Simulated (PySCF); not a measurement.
# A small calculation by hand: entropy of an ideal gas

BClH, SMILES [BH]Cl, multiplicity 2.

Geometry: PBE0-D3(BJ)/def2-TZVPD. The isomer is the one that the SMILES or the coordinates give; other isomers of the formula were not compared.

PySCF with PBE0-D3(BJ)/def2-TZVPD gives the harmonic wavenumbers 843, 907, 2641 cm⁻¹ and the rotational temperatures 28.9962, 0.8607, 0.8359 K. The molar mass is 47.27 g/mol, the symmetry number 1, the spin multiplicity 2.

Question: Work out the entropy at 298.15 K and 1 atm in the rigid-rotor, harmonic-oscillator model.

Answer: 
Translation (Sackur–Tetrode at 1 atm): S = R[1.5 ln M + 2.5 ln T − 1.16487] = 156.8 J/(mol K).
Rotation: q = (√π/σ) T^1.5/√(θA θB θC) = 2000, S = R[ln q + 3/2] = 75.7 J/(mol K).
Vibration: with u = 1.4388 ν/T, each mode gives R[u/(e^u − 1) − ln(1 − e^−u)]:
```csv
ν (cm⁻¹),modes,u,S (J/(mol K))
843,1,4.07,0.73
907,1,4.38,0.57
```
The stiffer modes add less than 0.005 each. Sum 1.3 J/(mol K).
Spin: R ln 2 = 5.8 J/(mol K).
Total 239.6 J/(mol K); the program's own thermochemistry gives 239.6. Translation makes up 65 % and vibration 1 %. Anharmonicity, hindered rotation and orbital degeneracy are left out.
